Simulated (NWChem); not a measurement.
System: CH4CdO; SMILES [CH3][Cd][OH]

The following NWChem deck was run.

```
start job
memory heap 200 mb stack 900 mb global 1100 mb
geometry units angstroms noautoz
  Cd    -0.592215     0.125846     0.001196
  C     -0.682192    -1.960848     0.002402
  H     -0.189172    -2.363801    -0.894020
  H     -1.728428    -2.299965     0.009492
  H     -0.177675    -2.363294     0.892663
  O     -0.619185     2.097790     0.000045
  H      0.260794     2.489204    -0.000159
end
basis spherical
  * library def2-svp
end
ecp
  Cd library def2-ecp
end
dft
  xc xpbe96 cpbe96
  iterations 150
  vectors input atomic output neutral.movecs
end
task dft energy
charge 1
dft
  odft
  mult 2
  vectors input atomic output cation.movecs
end
task dft energy
```

Parts of the log:

```
             Northwest Computational Chemistry Package (NWChem) 7.3.0
             --------------------------------------------------------

 C1  symmetry detected

                             Geometry "geometry" -> ""
                             -------------------------

 Output coordinates in angstroms (scale by  1.889725989 to convert to a.u.)

  No.       Tag          Charge          X              Y              Z
 ---- ---------------- ---------- -------------- -------------- --------------
    1 Cd                  48.0000     0.00252214     0.02714832    -0.00000186
    2 C                    6.0000    -0.02352374    -2.06132260    -0.00002576
    3 H                    1.0000     0.48186214    -2.44846702    -0.89652816
    4 H                    1.0000    -1.05888835    -2.43231762     0.00654722
    5 H                    1.0000     0.49282072    -2.44865397     0.89015829
    6 O                    8.0000    -0.08481080     1.99734242    -0.00002504
    7 H                    1.0000     0.78277156     2.41551554     0.00026700

 Effective nuclear repulsion energy (a.u.)     238.5830155830

 Summary of "ao basis" -> "ao basis" (spherical)
 ------------------------------------------------------------------------------
       Tag                 Description            Shells   Functions and Types
 ---------------- ------------------------------  ------  ---------------------
 Cd                         def2-svp                11       31   5s3p2d1f
 C                          def2-svp                 6       14   3s2p1d
 H                          def2-svp                 3        5   2s1p
 O                          def2-svp                 6       14   3s2p1d

            General Information
            -------------------
          SCF calculation type: DFT
          Wavefunction type:  closed shell.
          No. of atoms     :     7
          No. of electrons :    38
           Alpha electrons :    19
            Beta electrons :    19
          Charge           :     0
          Spin multiplicity:     1
          Use of symmetry is: off; symmetry adaption is: off
          Maximum number of iterations: 150
          AO basis - number of functions:    79
                     number of shells:    35
          Convergence on energy requested:  1.00D-06
          Convergence on density requested:  1.00D-05
          Convergence on gradient requested:  5.00D-04

              XC Information
              --------------
          PerdewBurkeErnzerhof Exchange Functional  1.000
            Perdew 1991 LDA Correlation Functional  1.000 local
           PerdewBurkeErnz. Correlation Functional  1.000 non-local

             Grid Information
             ----------------
          Grid used for XC integration:  medium
          Radial quadrature: Mura-Knowles
          Angular quadrature: Lebedev.
          Tag              B.-S. Rad. Rad. Pts. Rad. Cut. Ang. Pts.
          ---              ---------- --------- --------- ---------
          Cd                  1.55      123           9.0       590
          C                   0.70       49          11.0       434
          H                   0.35       45          12.0       434
          O                   0.60       49          12.0       434
          Grid pruning is: on
          Number of quadrature shells:   401
          Spatial weights used:  Erf1

      Superposition of Atomic Density Guess
      -------------------------------------

 Sum of atomic energies:        -306.28676645

      Non-variational initial energy
      ------------------------------

 Total energy =    -281.954146
 1-e energy   =    -678.073566
 2-e energy   =     282.707814
 HOMO         =      -0.355051
 LUMO         =      -0.037390

   convergence    iter        energy       DeltaE   RMS-Dens  Diis-err
 ---------------- ----- ----------------- --------- --------- ---------
 d= 0,ls=0.0,diis     1   -283.1205321320 -3.97D+02  3.95D-02  8.26D-01
 d= 0,ls=0.0,diis     2   -280.9024795596  2.22D+00  3.28D-02  1.67D+01
 d= 0,ls=0.0,diis     3   -283.2229831300 -2.32D+00  4.37D-03  5.00D-02
 d= 0,ls=0.0,diis     4   -283.2208431155  2.14D-03  2.45D-03  6.24D-02
 d= 0,ls=0.0,diis     5   -283.2291627031 -8.32D-03  5.57D-04  2.65D-03
  Resetting Diis
 d= 0,ls=0.0,diis     6   -283.2294841825 -3.21D-04  1.87D-04  2.15D-04
 d= 0,ls=0.0,diis     7   -283.2295104347 -2.63D-05  8.45D-05  1.49D-05
 d= 0,ls=0.0,diis     8   -283.2295094677  9.67D-07  5.20D-05  2.39D-05
 d= 0,ls=0.0,diis     9   -283.2295119170 -2.45D-06  7.56D-06  4.54D-07
 d= 0,ls=0.0,diis    10   -283.2295119510 -3.40D-08  2.78D-06  1.32D-07

         Total DFT energy =     -283.229511950991
      One electron energy =     -680.198899042169
           Coulomb energy =      314.319818698728
    Exchange-Corr. energy =      -30.762037764664
 Nuclear repulsion energy =      113.411606157114

 Numeric. integr. density =       38.000009406010

                       DFT Final Molecular Orbital Analysis
                       ------------------------------------

 Vector   17  Occ=2.000000D+00  E=-2.661374D-01
              MO Center=  5.2D-02, -4.1D-01,  2.5D-05, r^2= 3.5D+00
   Bfn.  Coefficient  Atom+Function         Bfn.  Coefficient  Atom+Function
  ----- ------------  ---------------      ----- ------------  ---------------
     4      0.554002  1 Cd s                  2     -0.364706  1 Cd s
    36      0.317112  2 C  py                64      0.192078  6 O  px
    39      0.177221  2 C  py                 5      0.166678  1 Cd s
    19      0.163153  1 Cd d  2              63     -0.157054  6 O  s
     1      0.148091  1 Cd s                 65     -0.135212  6 O  py

 Vector   18  Occ=2.000000D+00  E=-2.321298D-01
              MO Center= -9.1D-02,  8.8D-01, -2.5D-05, r^2= 3.9D+00
   Bfn.  Coefficient  Atom+Function         Bfn.  Coefficient  Atom+Function
  ----- ------------  ---------------      ----- ------------  ---------------
    65      0.415826  6 O  py                68      0.309536  6 O  py
    64     -0.296050  6 O  px                36      0.279182  2 C  py
    67     -0.217110  6 O  px                39      0.215671  2 C  py
     7      0.167044  1 Cd py                34      0.166693  2 C  s
    10     -0.140741  1 Cd py                63      0.089777  6 O  s

 Vector   19  Occ=2.000000D+00  E=-2.093316D-01
              MO Center= -6.0D-02,  1.8D+00, -3.7D-05, r^2= 1.1D+00
   Bfn.  Coefficient  Atom+Function         Bfn.  Coefficient  Atom+Function
  ----- ------------  ---------------      ----- ------------  ---------------
    66      0.606164  6 O  pz                69      0.463400  6 O  pz
    16     -0.176238  1 Cd d -1              14      0.144119  1 Cd pz
    11      0.081256  1 Cd pz                 8     -0.071440  1 Cd pz
    47      0.057200  3 H  s                 57     -0.056777  5 H  s
    79      0.030798  7 H  pz                46      0.028820  3 H  s

 Vector   20  Occ=0.000000D+00  E=-4.143524D-02
              MO Center=  5.6D-01,  1.4D-01,  1.0D-04, r^2= 5.1D+00
   Bfn.  Coefficient  Atom+Function         Bfn.  Coefficient  Atom+Function
  ----- ------------  ---------------      ----- ------------  ---------------
     5      0.891149  1 Cd s                 34     -0.630102  2 C  s
    63     -0.327176  6 O  s                 39     -0.274730  2 C  py
    19     -0.266644  1 Cd d  2              12      0.248674  1 Cd px
    36     -0.237288  2 C  py                65      0.215114  6 O  py
    52      0.185482  4 H  s                 68      0.184934  6 O  py

 Vector   21  Occ=0.000000D+00  E=-2.228860D-02
              MO Center= -5.3D-01, -3.4D-02, -4.0D-04, r^2= 5.3D+00
   Bfn.  Coefficient  Atom+Function         Bfn.  Coefficient  Atom+Function
  ----- ------------  ---------------      ----- ------------  ---------------
    12      0.849547  1 Cd px                34      0.300557  2 C  s
     9      0.287356  1 Cd px                 5     -0.255736  1 Cd s
     6     -0.232814  1 Cd px                63      0.175827  6 O  s
    76     -0.150940  7 H  s                 13      0.143948  1 Cd py
    57     -0.129979  5 H  s                 47     -0.128169  3 H  s

 Vector   22  Occ=0.000000D+00  E=-1.634081D-02
              MO Center= -1.1D-02,  1.2D-01,  2.9D-04, r^2= 5.6D+00
   Bfn.  Coefficient  Atom+Function         Bfn.  Coefficient  Atom+Function
  ----- ------------  ---------------      ----- ------------  ---------------
    14      0.871817  1 Cd pz                11      0.287608  1 Cd pz
     8     -0.234550  1 Cd pz                66     -0.202138  6 O  pz
    69     -0.192718  6 O  pz                47      0.134230  3 H  s
    57     -0.133243  5 H  s                 46      0.087885  3 H  s
    56     -0.087251  5 H  s                 37     -0.073168  2 C  pz

     Multipole analysis of the density
     ---------------------------------

     L   x y z        total         alpha         beta         nuclear
     -   - - -        -----         -----         ----         -------
     0   0 0 0      0.000000    -19.000000    -19.000000     38.000000

     1   1 0 0      0.494235      0.313844      0.313844     -0.133452
     1   0 1 0     -0.508000      0.464240      0.464240     -1.436481
     1   0 0 1      0.000161      0.000031      0.000031      0.000099

     2   2 0 0    -23.451584    -15.779003    -15.779003      8.106422
     2   1 1 0      2.806858     -0.412312     -0.412312      3.631482
     2   1 0 1      0.000203      0.000133      0.000133     -0.000063
     2   0 2 0    -28.190784   -159.019611   -159.019611    289.848438
     2   0 1 1      0.000692      0.000225      0.000225      0.000241
     2   0 0 2    -24.793703    -15.246896    -15.246896      5.700088

                                 NWChem DFT Module
                                 -----------------

[...]
```

Level: PBE/def2-SVP with def2 effective core potentials on Cd, vertical spin-unrestricted ions. The geometry was optimised at PBE0/def2-SVP. No frequency run checked for a minimum. def2 effective core potentials on Cd; no spin-orbit coupling.
